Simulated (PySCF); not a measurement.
C2H7FSSi, SMILES [Si](F)(C)(C)S. Atoms are numbered in the order given.

```xyz
12

C      1.5671    -0.1392    -1.2504
Si     0.1218    -0.3137    -0.0809
C     -1.2581    -1.3503    -0.7940
F      0.6536    -1.0357     1.2865
S     -0.5896     1.6035     0.6107
H      1.2666     0.3887    -2.1707
H      2.3815     0.4338    -0.7804
H      1.9567    -1.1298    -1.5394
H     -2.0711    -1.4739    -0.0618
H     -1.6808    -0.8757    -1.6952
H     -0.8878    -2.3493    -1.0791
H     -0.9740     2.0003    -0.6248
```

Coordinates come from a TPSSh-D3(BJ)/def2-SVP optimisation. The structure was generated by enumeration, and PubChem lists no compound with its InChIKey, so it may never have been made. Other conformers were not sampled.

Level of theory: PySCF with TDDFT-B3LYP/def2-SVPD.

Vertical excitations. Isolated molecule, no solvent.

Computed excitation energies, oscillator strengths and character:
```csv
state,energy (eV),λ (nm),f,main pairs
S1,5.77,215,0.017,HOMO→LUMO 90 %
S2,6.40,194,0.059,HOMO→LUMO+1 88 %
S3,6.96,178,0.003,HOMO→LUMO+3 94 %
S4,7.05,176,0.003,HOMO→LUMO+2 94 %
S5,7.45,166,0.036,HOMO−1→LUMO 91 %
S6,7.58,164,0.001,HOMO→LUMO+4 92 %
S7,7.69,161,0.009,HOMO→LUMO+5 95 %
S8,7.85,158,0.007,HOMO−2→LUMO 96 %
S9,8.04,154,0.009,"HOMO→LUMO+6 75 %, HOMO−1→LUMO+1 18 %"
S10,8.26,150,0.041,"HOMO→LUMO+7 82 %, HOMO→LUMO+8 13 %"
T1,5.40,229,0,HOMO→LUMO 82 %
T2,6.11,203,0,HOMO→LUMO+1 80 %
T3,6.80,182,0,HOMO→LUMO+3 89 %
T4,6.91,180,0,HOMO→LUMO+2 82 %
```
Triplets are in the Tamm–Dancoff approximation, which puts them higher than full response would, so one can lie above its singlet here.
